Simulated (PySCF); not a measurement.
Correlation energy of Pm (promethium, neutral)

[Xe] 4f6 6s1, high-spin 8F determinant (an excited configuration). Calculation: PySCF 2.14, in cc-pVDZ-X2C; the spin-free X2C one-electron Hamiltonian (Gaussian nucleus). Frozen: [Ar] 3d10; 33 electrons correlated.

MP2 pair energies summed by pair of shells (mhartree):

```
 pair   energy  share (%)
4f-5p  -149.45       16.4
4d-4d  -134.02       14.7
4d-4f  -122.06       13.4
5p-5p  -116.77       12.8
4f-4f  -107.77       11.8
4d-5p   -82.43        9.0
5s-5p   -33.30        3.6
4p-4d   -28.80        3.2
4f-5s   -28.08        3.1
4d-5s   -24.44        2.7
4p-4f   -21.97        2.4
5p-6s   -12.16        1.3
4p-4p   -11.44        1.3
4s-4d    -6.78        0.7
4p-5p    -6.58        0.7
5s-5s    -6.15        0.7
4f-6s    -5.15        0.6
4s-4f    -4.10        0.4
4p-5s    -3.89        0.4
4s-4p    -3.03        0.3
4d-6s    -1.36        0.1
4s-4s    -0.91        0.1
4s-5p    -0.74        0.1
5s-6s    -0.58        0.1
4s-5s    -0.25        0.0
4p-6s    -0.09        0.0
4s-6s    -0.01        0.0
```

Total MP2 correlation energy: -912.31 mhartree.

Same-spin part -407.06 and opposite-spin part -505.26 mhartree; SCS-MP2 scales them by 1/3 and 6/5 to -741.99 mhartree.

This basis was not built for core-valence correlation, so the inner-shell part is incomplete.
